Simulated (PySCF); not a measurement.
## Re⁺: excitation energy

Re⁺ [Xe] 4f14 5d5 6s1 (7S) → Re⁺ [Xe] 4f14 5d4 6s2 (5D), as a difference of total energies. All numbers are calculated (PySCF 2.14, scalar relativity through the core potential, in aug-cc-pVTZ-PP with ECP60MDF (6s6p5d3f2g, 88 functions)). The calculations carry no spin-orbit coupling.

| method | excitation energy (eV) |
| --- | --- |
| PBE | 3.698 |
| PBE0 | 3.889 |

The Hartree-Fock determinant of the upper state isn't an eigenfunction of L²: it has lost the atom's symmetry, so its energy isn't that of a pure term.
